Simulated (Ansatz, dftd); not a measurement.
Species: AsH, charge 0, triplet. AsH (SMILES [AsH], triplet).
B3LYP-D3(BJ)/def2-TZVP minimum from Ansatz (an electronic-structure program):
```
As
H 1 1.5355
```
Charge 0, spin multiplicity 3.

Property: atomisation energy (electronic, to ground-state atoms), in kcal/mol. Radicals and triplets start from unrestricted determinants; spin-orbit coupling is neglected. Cores are frozen in correlated methods (noble-gas shells, and filled d and f shells in the p block). No relativity. CBS(X,Y): correlation extrapolated as X^-3, Hartree-Fock from the larger set (Q,5: extrapolated as (X+1)exp(-9√X)). A bracket is a step between two methods taken in the basis named. Double hybrids freeze cores in their MP2 part. For partners of very few electrons the exact lower level stands in for a higher one.

```csv
level,program,atomisation energy (kcal/mol),difference against the last row
HF/cc-pVDZ,Ansatz,42.7,-23.8
HF/cc-pVTZ,Ansatz,43.9,-22.6
r2SCAN/def2-TZVPD,Ansatz,69.1,2.6
B2PLYP-D4/def2-TZVPD,Ansatz + dftd4,67.0,0.5
MP2/cc-pVDZ,Ansatz,54.9,-11.6
CCSD/cc-pV5Z,Ansatz,65.4,-1.1
CCSD(T)/cc-pVDZ,Ansatz,59.0,-7.5
CCSDTQ/cc-pVDZ,Ansatz,59.1,-7.4
"CCSD(T)/CBS(cc-pVQZ,cc-pV5Z) + [CCSDT(Q) - CCSD(T)]/cc-pVQZ + [CCSDTQ - CCSDT(Q)]/cc-pVTZ",Ansatz,66.5,0.0
"CCSD(T)/CBS(cc-pVQZ,cc-pV5Z) + [CCSDT(Q) - CCSD(T)]/cc-pV5Z + [CCSDTQ - CCSDT(Q)]/cc-pVTZ",Ansatz,66.5,0.0
```
